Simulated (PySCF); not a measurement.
Fractional electron number in Ni⁺ (nickel, charge +1)

The 3d beta orbital of [Ar] 3d9 is emptied in steps (occupation f), with all orbitals relaxed, ending at [Ar] 3d8. All numbers are calculated (PySCF 2.14, scalar relativity by spin-free X2C-1e, in x2c-TZVPall). The exact energy is a straight line in f; departures are measured from the line between the end points of the same method.

```
   f  PBE0 (eV)  LC-wPBE (eV)
   1      0.000         0.000
0.75     -0.807        -0.342
 0.5     -1.098        -0.478
0.25     -0.837        -0.374
   0      0.000         0.000
```

```
 method  E(f=0) − E(f=1) (eV)  −ε at f=1 (eV)  −ε at f=0.5 (eV)
   PBE0                18.183          13.987            18.103
LC-wPBE                18.597          16.886            18.512
```

Orbital energy along the path (eV):

```csv
f,PBE0,LC-wPBE
1,-13.987,-16.886
0.75,-15.961,-17.612
0.5,-18.103,-18.512
0.25,-20.363,-19.534
0,-22.717,-20.660
```

Reference removal energy between the ground levels: 18.169 eV (measured; NIST Atomic Spectra Database, ionization energies). The calculation has no spin-orbit coupling. The determinant left behind need not be the lowest term of the ion.
